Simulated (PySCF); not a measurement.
Dipole response of Co²⁺ (cobalt, charge +2)

[Ar] 3d7, high-spin 4F determinant. All numbers are calculated (PySCF 2.14, the non-relativistic Hamiltonian (point nucleus), in dyall-av2z). Coupled (time-dependent) response in atomic units; α is the mean over directions. A double-zeta set is small for polarisabilities.

| method | mean α (bohr³) | C₆ (like pair) | S(−4) |
| --- | --- | --- | --- |
| UHF | 2.775 | 7.600 | 3.470 |
| PBE | 3.565 | 10.03 | 7.491 |
| PBE0 | 3.286 | 9.175 | 5.810 |

S(−4) is the Cauchy moment in α(ω) = α(0) + S(−4) ω² + …

α(iu) at PBE0:

| u (hartree) | α(iu) (bohr³) |
| --- | --- |
| 0 | 3.286 |
| 0.0500 | 3.272 |
| 0.100 | 3.230 |
| 0.200 | 3.081 |
| 0.300 | 2.882 |
| 0.500 | 2.468 |
| 0.750 | 2.045 |
| 1.00 | 1.725 |
| 1.50 | 1.274 |
| 2.00 | 0.9773 |
| 3.00 | 0.6288 |
| 5.00 | 0.3323 |

A single London oscillator, α(iu) = α/(1 + u²/ω²), gives C₆ = (3/4) ω α². Matching the computed C₆ needs ω = 4 × 9.175 / (3 × 3.286²) = 1.13 hartree.

For an ion, C₆ is the dispersion term alone; charge-induced terms of lower order in 1/R come first.
